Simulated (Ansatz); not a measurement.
Isolated molecules relaxed with PBE0-D4/def2-TZVP in Ansatz; ΔE leaves out vibrations. CBS: MP2 limit from def2 TZ/QZ plus the TZ coupled-cluster correction, frozen cores. Functionals use def2-TZVPP. HSE06 is defined as in plane-wave codes. For Br outer-core shells are correlated without core-valence functions, which leaves a few kJ/mol of doubt a bond. Scalar relativity is left out up to krypton. One conformer a species, not always the lowest.

`NBBr` + `CBN` → `CBNBN` + HBr  (ligand exchange at a B–Br bond)

`NBBr`:

Cartesian coordinates in Å:
```
N -0.006 -0.692 0.361
B 0.131 0.450 -0.401
Br -0.857 2.039 0.076
H 0.491 -1.540 0.146
H -0.603 -0.750 1.169
H 0.844 0.492 -1.352
```

`CBN`:

Cartesian coordinates in Å:
```
C 0.906 0.694 0.287
B -0.019 -0.566 0.154
N -1.238 -0.518 -0.516
H 1.890 0.490 -0.149
H 1.094 0.920 1.342
H 0.508 1.596 -0.186
H 0.299 -1.622 0.632
H -1.845 -1.313 -0.612
H -1.594 0.318 -0.951
```

`CBNBN`:

Z-matrix (Å, degrees):
```
C
B 1 1.566
H 1 1.096 2 110.3
H 1 1.096 2 110.2 3 -115.8
H 1 1.094 2 114.4 3 122.2
N 2 1.407 1 122.7 3 -122.9
H 2 1.205 1 119.4 3 57.2
B 6 1.446 2 129.0 1 -179.9
H 6 1.010 2 116.3 1 0.0
N 8 1.394 6 122.4 2 -0.2
H 8 1.199 6 118.8 2 179.8
H 10 1.003 8 122.1 6 -179.9
H 10 1.006 8 123.4 6 -0.1
```

HBr:

Z-matrix (Å, degrees):
```
Br
H 1 1.420
```

```tsv
level	ΔE (kJ/mol)
PBE-D4	10.9
B97M-V	5.8
HSE06-D4	9.7
revPBE	16.5
BHLYP	5.6
HF/def2-TZVPP	5.7
MP2/CBS(def2)	12.5
CCSD/CBS(def2)	7.4
```

(1) What does CCSD(T)/CBS give? (Estimate.)

Largest T1 diagnostic among the species: 0.012.

Answers

(1) The calculation gave: +8.1 kJ/mol. The listed levels differ from it by 2.8, -2.3, 1.6, 8.4, -2.5, -2.4, 4.4, -0.7 kJ/mol.

At CCSD(T), def2-SVP lies −7.7 kJ/mol from the extrapolated value and def2-TZVPP −1.2 kJ/mol. Leaving LDA and LC-ωPBE aside and taking each functional with its dispersion term where it has one, the values, not all of them listed here, spread over 8.3 kJ/mol, from CAM-B3LYP-D4 to PBE-D4. LDA lies −9.3 kJ/mol from PBE without D4.
